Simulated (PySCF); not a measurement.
Stepwise substitution at one centre (B Br-I). Isolated molecules, 0 K electronic values unless said otherwise. Strings in code marks are SMILES.

The HOMO from two functionals at the same geometries (B3LYP-D3(BJ)/def2-TZVP), both in PySCF: PBE-D3(BJ)/def2-TZVP and B3LYP-D3(BJ)/def2-TZVP. B3LYP has the VWN-RPA correlation part, as in Gaussian. 

```
species                             PBE-D3(BJ)/def2-TZVP (eV)  B3LYP-D3(BJ)/def2-TZVP (eV)
----------------------------------  -------------------------  ---------------------------
0 of 3 Br replaced by I                                 -7.03                        -8.04
1 of 3 Br replaced by I                                 -6.62                        -7.53
2 of 3 Br replaced by I                                 -6.42                        -7.30
3 of 3 Br replaced by I (`IB(I)I`)                      -6.27                        -7.14
```

Over these rows, drawn at random from the members with no instability flagged (it was tested for open shells, ions and some series alone), PBE minus B3LYP-D3(BJ): mean +0.92 eV, from +0.87 eV to +1.02 eV.
